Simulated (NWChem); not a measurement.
SiH₂Cl, doublet; SMILES [SiH2]Cl

Program: NWChem. Spin-unrestricted. In the optimisation the excess spin sits in a' (Cs, its own frame). Structure relaxed at the B3LYP/6-31G* (spherical d), spin-unrestricted level. No stability test was run on the SCF state. Vertical excitations in the gas phase; the lowest state need not have the same character in each row. Excited states of an open shell can be spin-contaminated.

For level LRC-wPBEh/aug-cc-pVDZ, TDA:

```yaml
lowest excitation (eV): 4.46
oscillator_strength_of_that_lowest_state: 0.021
lowest state with f > 0.02 (eV): 4.46
oscillator_strength_of_that_bright_state: 0.021
lowest empty minus highest occupied level, either spin (eV): 7.25
```

Q: How do the values read with level PBE/aug-cc-pVDZ, TDA instead?

A: The lowest excitation (eV) is 3.85 and the oscillator strength of that lowest state is 0.002. The lowest state with f > 0.02 (eV) comes out as 4.61, the oscillator strength of that bright state comes out as 0.034 and the lowest empty minus highest occupied level, either spin (eV) is 1.65.
